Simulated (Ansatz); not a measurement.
A nudged elastic band was laid between two geometries of C3H3BS (8 atoms, charge 0, multiplicity 1).

Method: RKS PBE-D4/6-31G* in Ansatz 0.2.0.

| Item | Value |
| --- | --- |
| movable images | 5 |
| climbing image | yes |
| spring | 5.0 eV/Å² |
| optimiser | quadratic models (default) |
| start path | through a guess of the saddle point |
| force threshold | 0.05 eV/Å |
| iteration limit | 60 |
| end points | relaxed |

Initial state:

```xyz
8
Properties=species:S:1:pos:R:3
B -0.095 0.194 1.580
C 0.470 -0.549 0.329
C 0.121 -0.183 -0.917
C -0.251 0.216 -2.076
S -0.704 0.699 -3.522
H -0.871 1.100 1.425
H 0.248 -0.142 2.685
H 1.175 -1.391 0.440
```

Final state:

```xyz
8
Properties=species:S:1:pos:R:3
B -0.110 0.239 1.265
C 0.472 -0.929 0.451
C 0.207 -0.400 -0.752
C -0.161 0.340 -1.741
S -0.576 1.173 -3.021
H -1.280 0.241 1.562
H 0.589 1.180 1.553
H 0.951 -1.901 0.627
```

Problem. What changes between the two ends?

Solution. No bond is made or broken.

Problem. What energy profile does the band end with?

Solution. It converged. The highest image is number 0 of 0 to 6, 0.000 eV above the first end and 0.035 eV above the last; the last end lies 0.035 eV below the first. The highest image is an end point: on this band no image between the ends rises above it.

```csv
image,path coordinate (Å),energy (eV)
0,0.00,0.000
1,0.23,-0.001
2,0.68,-0.007
3,1.14,-0.011
4,1.59,-0.015
5,2.05,-0.026
6,2.50,-0.035
```

The band took 17 iterations and roughly 3 core-minutes.

Run time: 110 s on 2 threads of Intel(R) Xeon(R) Platinum 8375C CPU @ 2.90GHz (Ice Lake) (shared host), peak memory 0.18 GiB.
